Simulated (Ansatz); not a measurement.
Ansatz (a quantum-chemistry and plane-wave program) input (RI-MP2/def2-TZVPP):
A basis named .json is the Basis Set Exchange file of that set.

Ansatz 0.2 input:
```yaml
crystal:
  periodic: [false, false, false]
  atoms:
    - {symbol: K, position_ang: [-0.00000000, -0.00000000, -0.65261744]}
    - {symbol: O, position_ang: [0.00000000, 0.00000000, 1.54996642]}
basis:
  gaussian:
    orbitals: def2-TZVPP
    fitting: {mean_field: def2-universal-jkfit, correlation: def2-TZVPP-RIFIT.json}
magnetization: {spin_polarized: true, initial_magnetization: 1}
correlation: {method: mp2, electrons: outside_noble_gas}
```

Output:

```
Functional definition: HF
integrals: 0.01 GiB planned
237 factors; integrals over basis functions are off by at most 8.8e-1 eV
174 factors; integrals over basis functions are off by at most 1.6e1 eV
mean field: 0.09 GiB planned
mean field evaluation 1: about -18338.2679 eV, gradient 2.3e1 eV
mean field evaluation 2: about -18339.7585 eV, gradient 1.5e1 eV
mean field evaluation 4: about -18340.5112 eV, gradient 3.1e-1 eV
mean field evaluation 8: about -18335.4545 eV, gradient 2.4e1 eV
mean field evaluation 16: about -18337.4826 eV, gradient 3.3e0 eV
mean field evaluation 32: about -18340.4669 eV, gradient 1.6e-1 eV
mean field evaluation 64: about -18340.5120 eV, gradient 1.2e-1 eV
mean field -18340.51215252 eV, -674.0013899596 hartree, gradient 9.2e-7 eV, S^2 0.762187; 10 other end points of the search recorded, 0 dependent functions left out
10 core orbitals not correlated, not the lowest: weight in the atoms' cores, before any rotation towards them, 0.566 or more for the frozen orbitals, at most 0.433 for the correlated occupied ones
reference -18340.51215252 eV, -674.0013899596 hartree; 4, 3 occupied and 50, 51 virtual orbitals, 174 factors
second order -5.57419805 eV of doubles, -0.00000000 eV of singles
Total energy: -18346.08635057 eV, -674.2062379595 hartree
```
